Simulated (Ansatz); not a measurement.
Consider the cleavage of the B–Si bond: `F[Si](F)(F)BCl` + H₂Te → `ClB[TeH]` + `F[SiH](F)F`.

Calculated with Ansatz (gas phase, PBE0-D4/def2-TZVP geometries, no zero-point term in ΔE). CCSD(T)/CBS adds triple-zeta CCSD(T) − MP2 to the extrapolated MP2 energy (def2 sets, frozen cores). DFT in def2-TZVPP. B3LYP here is the variant with VWN-RPA as its local correlation; programs differ in this. def2 core potentials past Kr. For Te outer-core shells are correlated without core-valence functions, which leaves a few kJ/mol of doubt a bond. One conformer a species, not always the lowest.

`F[Si](F)(F)BCl`:

Z-matrix (Å, degrees):
```
Si
F 1 1.581
F 1 1.581 2 107.5
F 1 1.578 2 107.2 3 -114.9
B 1 2.010 2 110.7 3 121.0
Cl 5 1.727 1 120.1 2 120.3
H 5 1.192 1 122.3 2 -59.6
```

H₂Te:

```xyz
3

Te   -0.430    0.174    0.624
H     0.607    1.020   -0.351
H    -0.177   -1.194   -0.273
```

`ClB[TeH]`:

Cartesian coordinates in Å:
```
Cl -1.422 1.058 0.569
B 0.216 0.484 0.465
Te 0.829 -1.128 -0.769
H 1.058 1.013 1.118
H -0.681 -1.428 -1.383
```

`F[SiH](F)F`:

Cartesian coordinates in Å:
```
F -1.533 0.237 -0.154
Si 0.016 0.031 0.020
F 0.661 -0.095 -1.409
F 0.251 -1.322 0.787
H 0.605 1.149 0.755
```

```
         level  ΔE (kJ/mol)
     revPBE-D4        -84.4
        revPBE        -86.1
          PBE0        -87.4
         B3LYP        -84.4
  MP2/def2-SVP        -95.9
 HF/def2-TZVPP        -81.8
MP2/def2-TZVPP       -105.2
CCSD/CBS(def2)        -91.1
```

What does CCSD(T)/CBS give? (Estimate.)

The calculation gave: -94.4 kJ/mol. The listed levels differ from it by 10.0, 8.3, 7.0, 10.0, -1.5, 12.6, -10.8, 3.3 kJ/mol.

Largest T1 diagnostic among the species: 0.014.

At CCSD(T), def2-SVP lies +8.6 kJ/mol from the extrapolated value and def2-TZVPP +3.4 kJ/mol. In def2-TZVPP, CCSD(T) changes the Hartree–Fock value by −9.3 kJ/mol (the triples alone add −3.4 kJ/mol) and MP2 by −23.4 kJ/mol. Leaving LDA and LC-ωPBE aside and taking each functional with its dispersion term where it has one, the values, not all of them listed here, spread over 14.6 kJ/mol, from PBE-QIDH to CAM-B3LYP-D4.
